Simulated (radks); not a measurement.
Mo IX, 34 electrons, occupied as [Ar] 3d10 4s2 4p4. Method: non-relativistic Kohn-Sham, PBE, spin-polarised, spherical densities, point nucleus; open shells are filled with parallel spins first (spin-orbit coupling, left out, can overturn this in heavy ions); relativity is left out, which matters for an element this heavy; computed with a radial shooting solver on a logarithmic mesh with Libxc functionals.

Normalised radial functions P(r) = r R(r), r in bohr:

```
   r/bohr * 3d up, o 4s up, + 4p down (the largest magnitude, 1.58, reaches the edge; | marks zero, & curves that meet)
 0.001198                             &o
 0.001547                             &o
 0.001983                             &o
 0.002562                             &o
 0.003309                             & o
 0.004274                             & o
 0.005477                             & o
 0.007075                             &  o
  0.00914                             &  o
  0.01181                             *+  o
  0.01513                             *+  o
  0.01954                             * + o
  0.02525                             * + o
  0.03261                             |* &
  0.04179                             |&  +
  0.05398                            o| *   +
  0.06973                         o   |   *  +
  0.09007                      o      |     +*
   0.1154                      o      |    +    *
   0.1491                        o    | +            *
   0.1926                          +  |o                   *
   0.2488                     +       |      o                 *
   0.3188                   +         |          o               *
   0.4118                      +      |       o                *
    0.532                            o|+                  *
   0.6872                 o           |          + *
   0.8806          o                  |      *          +
    1.138           o                 |  *              +
    1.469                 o           |*           +
    1.898                        o    *     +
    2.432                            o* +
    3.142                             &
```

3d up: eigenvalue -357.70 eV, 0 radial nodes, <r> = 0.412 bohr, 90 % of the charge inside 0.657 bohr. 4s up: eigenvalue -181.88 eV, 3 radial nodes at r = 0.0469, 0.185, 0.524 bohr, <r> = 1.05 bohr, 90 % of the charge inside 1.51 bohr. 4p down: eigenvalue -153.09 eV, 2 radial nodes at r = 0.162, 0.523 bohr, <r> = 1.11 bohr, 90 % of the charge inside 1.61 bohr.
